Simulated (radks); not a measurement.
All-electron atom: C I in [He] 2s2 2p2.

All-electron calculation, non-relativistic Kohn-Sham, LDA (Slater exchange, VWN5 correlation), spin-unpolarised, spherical densities, point nucleus. Program: a radial shooting solver on a logarithmic mesh with Libxc functionals.

Energy parts (hartree):
| part | energy |
|---|---|
| total | -37.42575 |
| kinetic | 37.19039 |
| electron-nucleus | -87.51541 |
| Hartree | 17.62800 |
| exchange-correlation | -4.72872 |

Orbitals (lengths in bohr, moments of r in powers of bohr; r(max) is where P^2 peaks):
| orbital | occ. | eigenvalue (hartree) | r(max) |
|---|---|---|---|
| 1s | 2 | -9.94772 | 0.1753 |
| 2s | 2 | -0.50087 | 1.216 |
| 2p | 2 | -0.19919 | 1.190 |
| 3s | 0 | -0.00608 | 6.196 |

The highest occupied level is 2p at -5.420 eV. The electron density at the nucleus is 126 e/bohr^3. Summed over all electrons, <r^2> = 14.73 bohr^2, which gives a Langevin (diamagnetic) susceptibility term of -11.7 x 10^-6 cm^3/mol. Virial ratio -V/T = 2.00633.
